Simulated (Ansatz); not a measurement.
Geometry optimisation of CH₂BClF₂ (`FBC(F)Cl`).

```yaml
crystal:
  periodic: [false, false, false]
  atoms:
    - {symbol: F, position_ang: [-1.783688, 0.740906, -0.067554]}
    - {symbol: B, position_ang: [-0.554104, 0.559913, 0.412455]}
    - {symbol: C, position_ang: [0.321728, -0.623295, -0.164977]}
    - {symbol: F, position_ang: [1.262931, -1.140436, 0.660881]}
    - {symbol: Cl, position_ang: [1.094878, 0.523003, -1.400040]}
    - {symbol: H, position_ang: [-0.125508, 1.301421, 1.272979]}
    - {symbol: H, position_ang: [-0.155037, -1.429512, -0.759545]}
basis:
  gaussian: {orbitals: def2-TZVP}
hamiltonian: {xc: pbe0, dispersion: d4}
relax: {f_tol: 0.005, max_steps: 150}
```

```sh
$ ansatz run in.yaml --threads 2 --pin off --events-out ev --progress --plain --max-ram 4352MiB
```

Output, abridged:

```
Functional definition: PBE0
mean field -19695.21592586 eV, -723.7858353786 hartree, gradient 3.0e-5 eV, S^2 0.000000; 0 other end points of the search recorded, 0 dependent functions left out
relax step   1: F+E_penalty+E_count = -19695.32255178 eV  Δ(F+E_penalty+E_count) = +0.000e0 eV  max|allowed force component| = 5.788e-1 eV/Å  Δτ_max = 0.0000 Å  (27 SCF iters, accepted)
mean field -19695.24395671 eV, -723.7868654932 hartree, gradient 2.4e-5 eV, S^2 0.000000; 0 other end points of the search recorded, 0 dependent functions left out
relax step   2: F+E_penalty+E_count = -19695.35073166 eV  Δ(F+E_penalty+E_count) = -2.818e-2 eV  max|allowed force component| = 3.452e-1 eV/Å  Δτ_max = 0.0193 Å  (31 SCF iters, accepted)
mean field -19695.25083418 eV, -723.7871182357 hartree, gradient 2.3e-5 eV, S^2 0.000000; 0 other end points of the search recorded, 0 dependent functions left out
relax step   3: F+E_penalty+E_count = -19695.35753605 eV  Δ(F+E_penalty+E_count) = -6.804e-3 eV  max|allowed force component| = 2.218e-1 eV/Å  Δτ_max = 0.0340 Å  (31 SCF iters, accepted)
mean field -19695.25382657 eV, -723.7872282040 hartree, gradient 2.3e-5 eV, S^2 0.000000; 0 other end points of the search recorded, 0 dependent functions left out
relax step   4: F+E_penalty+E_count = -19695.36034236 eV  Δ(F+E_penalty+E_count) = -2.806e-3 eV  max|allowed force component| = 2.203e-1 eV/Å  Δτ_max = 0.0276 Å  (30 SCF iters, accepted)
mean field -19695.25769250 eV, -723.7873702742 hartree, gradient 2.3e-5 eV, S^2 0.000000; 0 other end points of the search recorded, 0 dependent functions left out
relax step   5: F+E_penalty+E_count = -19695.36416077 eV  Δ(F+E_penalty+E_count) = -3.818e-3 eV  max|allowed force component| = 1.330e-1 eV/Å  Δτ_max = 0.0133 Å  (31 SCF iters, accepted)
mean field -19695.25857941 eV, -723.7874028676 hartree, gradient 2.4e-5 eV, S^2 0.000000; 0 other end points of the search recorded, 0 dependent functions left out
relax step   6: F+E_penalty+E_count = -19695.36481878 eV  Δ(F+E_penalty+E_count) = -6.580e-4 eV  max|allowed force component| = 1.169e-1 eV/Å  Δτ_max = 0.0225 Å  (31 SCF iters, accepted)
mean field -19695.25903983 eV, -723.7874197879 hartree, gradient 2.3e-5 eV, S^2 0.000000; 0 other end points of the search recorded, 0 dependent functions left out
relax step   7: F+E_penalty+E_count = -19695.36532880 eV  Δ(F+E_penalty+E_count) = -5.100e-4 eV  max|allowed force component| = 2.269e-2 eV/Å  Δτ_max = 0.0048 Å  (31 SCF iters, accepted)
mean field -19695.25908078 eV, -723.7874212924 hartree, gradient 2.3e-5 eV, S^2 0.000000; 0 other end points of the search recorded, 0 dependent functions left out
relax step   8: F+E_penalty+E_count = -19695.36535110 eV  Δ(F+E_penalty+E_count) = -2.230e-5 eV  max|allowed force component| = 1.568e-2 eV/Å  Δτ_max = 0.0049 Å  (32 SCF iters, accepted)
mean field -19695.25909375 eV, -723.7874217690 hartree, gradient 2.3e-5 eV, S^2 0.000000; 0 other end points of the search recorded, 0 dependent functions left out
relax step   9: F+E_penalty+E_count = -19695.36536311 eV  Δ(F+E_penalty+E_count) = -1.201e-5 eV  max|allowed force component| = 1.290e-2 eV/Å  Δτ_max = 0.0033 Å  (32 SCF iters, accepted)
mean field -19695.25906110 eV, -723.7874205695 hartree, gradient 2.3e-5 eV, S^2 0.000000; 0 other end points of the search recorded, 0 dependent functions left out
relax step  10: F+E_penalty+E_count = -19695.36535351 eV  Δ(F+E_penalty+E_count) = +9.599e-6 eV  max|allowed force component| = 1.396e-2 eV/Å  Δτ_max = 0.0031 Å  (33 SCF iters, rejected (line search))
mean field -19695.25910187 eV, -723.7874220675 hartree, gradient 2.3e-5 eV, S^2 0.000000; 0 other end points of the search recorded, 0 dependent functions left out
relax step  11: F+E_penalty+E_count = -19695.36537457 eV  Δ(F+E_penalty+E_count) = -1.147e-5 eV  max|allowed force component| = 1.321e-3 eV/Å  Δτ_max = 0.0008 Å  (33 SCF iters, accepted)
mean field -19695.25910187 eV, -723.7874220675 hartree, gradient 2.3e-5 eV, S^2 0.000000; 1 other end points of the search recorded, 0 dependent functions left out
Total energy: -19695.36540140 eV, -723.7913285034 hartree
Atom 0 at    -1.779984     0.732739    -0.051289 Å, force     0.001250    -0.000552     0.000659 eV/Å
Atom 1 at    -0.568448     0.556492     0.433418 Å, force    -0.000336     0.000824    -0.000283 eV/Å
Atom 2 at     0.330243    -0.577433    -0.197230 Å, force     0.001033    -0.000325     0.000035 eV/Å
Atom 3 at     1.255179    -1.101535     0.644136 Å, force    -0.001321     0.000802    -0.000831 eV/Å
Atom 4 at     1.145582     0.442870    -1.438093 Å, force    -0.000434    -0.000899     0.000467 eV/Å
Atom 5 at    -0.159411     1.264922     1.301953 Å, force    -0.000491    -0.000147     0.000134 eV/Å
Atom 6 at    -0.161961    -1.386054    -0.738696 Å, force     0.000299     0.000297    -0.000181 eV/Å
Dipole moment:    -0.141951    -0.122032     0.019609 e Å
```

It took 43 s on 2 threads of an Arm Neoverse V1 on a shared host, with 0.36 GiB of host memory at the peak.
